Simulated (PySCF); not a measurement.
PySCF 2.14 output of an unrestricted M06-L calculation on a single atom or ion in def2-TZVP with the def2 core potential (28 electrons), with scalar relativity through the core potential:

```
SCF conv_tol = 1e-09
number electrons alpha = 9  beta = 6
    Y. Zhao and D. G. Truhlar.,  J. Chem. Phys. 125, 194101 (2006)
    Y. Zhao and D. G. Truhlar.,  J. Chem. Phys. 125, 194101 (2006)
    Y. Zhao and D. G. Truhlar.,  Theor. Chem. Acc. 120, 215 (2008)
cycle= 1 E= -94.5908468786454  delta_E= -0.00406  |g|= 0.0138  |ddm|= 0.134
cycle= 2 E= -94.5908451278915  delta_E= 1.75e-06  |g|= 0.0145  |ddm|= 0.0177
cycle= 3 E= -94.5909109354125  delta_E= -6.58e-05  |g|= 0.000264  |ddm|= 0.00861
cycle= 4 E= -94.5909109906435  delta_E= -5.52e-08  |g|= 5.33e-05  |ddm|= 0.000456
cycle= 5 E= -94.5909109917359  delta_E= -1.09e-09  |g|= 1.23e-05  |ddm|= 0.000158
cycle= 6 E= -94.5909109921067  delta_E= -3.71e-10  |g|= 2.31e-06  |ddm|= 9e-05
converged SCF energy = -94.5909109921067  <S^2> = 3.756406  2S+1 = 4.0032017
```

The run itself started from symmetry-adapted Hartree-Fock orbitals and held the occupation by maximum overlap, on a logarithmic radial grid, so the iterations belong to that start.

Question: Which element, charge and spin multiplicity is this?

Answer: Ru⁺ (ruthenium, charge +1), multiplicity 4; the state was [Kr] 4d7, high-spin 4F determinant.

Energies and moments cover only the electrons outside the core potential.
